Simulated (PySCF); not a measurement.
**Two-dimensional NMR puzzle**

Compound of formula C7H9FO. Correlations simulated from computed shifts and the bond graph:

HSQC (one-bond C–H):
```csv
δH,δC
5.96,119.2
5.93,119.3
5.73,119.2
5.64,119.3
5.03,91.1
3.84,80.1
3.40,58.3
```

COSY cross peaks (H two or three bonds apart, from the bond graph; peaks can be absent where the dihedral angle is near 90°):
```csv
δH,δH
5.96,5.73
5.93,5.64
5.03,3.84
```

HMBC (two and three bonds, from the bond graph):
```csv
δH,δC
5.96,"155.4, 153.9, 91.1"
5.93,"155.4, 153.9, 80.1"
5.73,"155.4, 153.9, 91.1"
5.64,"155.4, 153.9, 80.1"
5.03,"155.4, 153.9, 119.2, 80.1"
3.84,"155.4, 153.9, 119.3, 91.1, 58.3"
3.40,80.1
```

Carbons without hydrogens: δ 155.4, 153.9.

- geometry from PBE0-D3(BJ)/def2-SVP
- GIAO PBE0/pcSseg-1 shieldings
- code: PySCF 2.14.0 with density-fitted response routines
- non-relativistic, one conformer, no solvent model, one averaged value for each set of equivalent atoms

Referencing at the same level of theory: ¹H (31.27 ppm), ¹³C (184.41 ppm) vs TMS.

Exchangeable hydrogens are left out of these lists.

Task: Which molecule is this?

Result: `C=C1C(=C)[C@H](F)[C@@H]1OC`.

Atoms are numbered as in `[CH2:1]=[C:2]1[C:3](=[CH2:4])[C@H:5]([F:6])[C@@H:7]1[O:8][CH3:9]`. Hydrogens are named by the atom that carries them. Ha(C4) is cis to C2; Ha(C1) is cis to C3; Hb(C4) is trans to C2; Hb(C1) is trans to C3.

- δC 155.4 is C3, a fully substituted alkene carbon.
- δC 153.9 is C2, a fully substituted alkene carbon.
- δC 119.3 is C1, a terminal =CH2 carbon (δH 5.93, 5.64).
- δC 119.2 is C4, a terminal =CH2 carbon (δH 5.96, 5.73).
- δC 91.1 is C5, an allylic sp3 CH bonded to F (δH 5.03).
- δC 80.1 is C7, an allylic sp3 CH bonded to O (δH 3.84).
- δC 58.3 is C9, a methyl carbon bonded to O (δH 3.40).
- HMBC from δH 5.96 reaches the proton-free carbons C3, C2.
- HMBC from δH 5.93 reaches the proton-free carbons C3, C2.
- HMBC from δH 5.73 reaches the proton-free carbons C3, C2.
- HMBC from δH 5.64 reaches the proton-free carbons C3, C2.
- COSY links 5.96–5.73, 5.93–5.64, 5.03–3.84.

The data come from this structure; uniqueness wasn't tested.

Shifts are as computed. Against solution values, carbons near 30 ppm lie about +2 ppm off and those near 130 ppm about +5 ppm. Of 1211 compounds with measured shifts, 218 miss one by over three times the rms of a fit or turn the order of signals round; such compounds aren't used in these exercises.
